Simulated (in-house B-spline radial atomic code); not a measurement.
Checks on a self-consistent run for S V (S4+), [Ne] 3s1 7d1. Level of theory: Dirac-Hartree-Fock, average of configuration, Fermi nucleus of rms radius 3.2611 fm; calculated with an all-electron radial atomic-structure program (B-spline basis).

```json
{"orbital": "1s1/2", "q": "2", "ε (Eh)": "-95.27594", "<1/r>": "15.6735", "<r²>": "0.0125814", "small-component weight": "0.0032386"}
{"orbital": "2s1/2", "q": "2", "ε (Eh)": "-11.86059", "<1/r>": "3.10892", "<r²>": "0.263576", "small-component weight": "0.00050519"}
{"orbital": "2p1/2", "q": "2", "ε (Eh)": "-9.53060", "<1/r>": "2.99108", "<r²>": "0.235621", "small-component weight": "0.00047568"}
{"orbital": "2p3/2", "q": "4", "ε (Eh)": "-9.48164", "<1/r>": "2.97183", "<r²>": "0.237735", "small-component weight": "0.00047284"}
{"orbital": "3s1/2", "q": "1", "ε (Eh)": "-3.11828", "<1/r>": "0.959835", "<r²>": "2.3071", "small-component weight": "0.00010312"}
{"orbital": "7d3/2", "q": "0.4", "ε (Eh)": "-0.26692", "<1/r>": "0.109668", "<r²>": "203.295", "small-component weight": "7.9298e-06"}
{"orbital": "7d5/2", "q": "0.6", "ε (Eh)": "-0.26691", "<1/r>": "0.109651", "<r²>": "203.315", "small-component weight": "7.9286e-06"}
```

Electron-electron repulsion V_ee = 117.5089 hartree.

**Question.** What total energy follows from the eigenvalues?

**Answer.** The eigenvalues count the repulsion twice, so E = Σqε - V_ee = -274.646 - 117.509 = -392.155 hartree; the run printed -392.155.

**Question.** Does the Dirac virial theorem hold?

**Answer.** For a point nucleus E = -2c²Σq·w, with w the small-component weight. Here Σq·w = 0.010441 and c = 137.0360, so the ratio E/(-2c²Σq·w) is 1.000002.

**Question.** What diamagnetic shielding (Lamb formula) and susceptibility (Langevin formula) do the radii give?

**Answer.** σ = (α²/3)Σq<1/r> = 56.5038/(3·137.036²) = 1003 ppm, and χ = -0.79199×10⁻⁶·Σq<r²> = -164.4×10⁻⁶ cm³/mol with Σq<r²> = 207.59 bohr². Both are non-relativistic formulas without the paramagnetism of open shells.
